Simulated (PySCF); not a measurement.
A species of formula C6H12OSSi has this rotational fingerprint, computed with PBE0/pcSseg-1 in PySCF (dipole) on a GFN2-xTB geometry, gas phase:

| Quantity | Value |
| --- | --- |
| Rotational constants | A = 2103, B = 691.3, C = 579.3 MHz |
| Dipole components | \|μa\| = 2.82 D, \|μb\| = 2.36 D, \|μc\| = 1.95 D |
| Inertial defect | -99.03 u·Å² |
| κ | -0.85 |

Task: Which candidate fits, each taken in the one conformer that was computed?
A. `[CH2:1]=[CH:2][CH2:3][C@@H:4]1[CH2:5][S:6][C@H:7]1[O:8][SiH3:9]` with C1–C2–C3–C4 119°, C2–C3–C4–C5 -66°, S6–C7–O8–Si9 -62°, C3–C4–C5–S6 -135°, C4–C5–S6–C7 11°, C5–S6–C7–O8 -129°, C3–C4–C7–S6 135°
B. `[CH2:1]=[C:2]([S:3][CH3:4])[C@@H:5]1[SiH2:6][C@@H:7]1[O:8][CH3:9]` with C1–C2–S3–C4 24°, C1–C2–C5–Si6 -137°, Si6–C7–O8–C9 75°
C. `[CH3:1][S:2][C@@H:3]1[CH2:4][C@@H:5]([CH:6]=[O:7])[CH2:8][SiH2:9]1` with C1–S2–C3–C4 -165°, C4–C5–C6–O7 -133°, S2–C3–C4–C5 -80°, C3–C4–C5–C6 -170°, C4–C5–C8–Si9 38°, C5–C8–Si9–C3 -14°
D. `[CH2:1]=[CH:2][SiH2:3][S:4][C:5]([CH3:6])([CH3:7])[CH:8]=[O:9]` with C1–C2–Si3–S4 -127°, C2–Si3–S4–C5 85°, Si3–S4–C5–C6 72°, S4–C5–C8–O9 100°
E. `[CH2:1]=[C:2]([CH2:3][CH3:4])[SiH2:5][O:6][C:7]([CH3:8])=[S:9]` with C1–C2–C3–C4 0°, C1–C2–Si5–O6 1°, C2–Si5–O6–C7 180°, Si5–O6–C7–C8 180°

Result: C. It is CS[C@@H]1C[C@@H](C=O)C[SiH2]1, an asymmetric top, point group C1. The candidates at the same level (rigid rotor, commonest isotopes):

```
                       SMILES  A (MHz)  B (MHz)  C (MHz)  μa (D)  μb (D)  μc (D)  Δ (u·Å²)  point group                        rotor
         C=C(CC)[SiH2]OC(C)=S     3087    500.6    436.4    1.96    1.76    0.04    -15.28      near Cs  near-prolate asymmetric top
CS[C@@H]1C[C@@H](C=O)C[SiH2]1     2103    691.3    579.3    2.82    2.36    1.95    -99.03           C1               asymmetric top
   C=CC[C@@H]1CS[C@H]1O[SiH3]     2321    584.2    487.7    0.85    1.02    0.31    -46.70           C1               asymmetric top
C=C(SC)[C@@H]1[SiH2][C@@H]1OC     1626    917.9    762.3    0.71    0.43    1.02   -198.42           C1               asymmetric top
         C=C[SiH2]SC(C)(C)C=O     1821    858.1    725.0    0.79    0.20    0.51   -169.46           C1               asymmetric top
```

`C=C[SiH2]SC(C)(C)C=O` has C 25 % too high; `C=C(SC)[C@@H]1[SiH2][C@@H]1OC` has B 33 % too high; `C=CC[C@@H]1CS[C@H]1O[SiH3]` has C 16 % too low; `C=C(CC)[SiH2]OC(C)=S` has A 47 % too high. No structure here is proved a minimum.
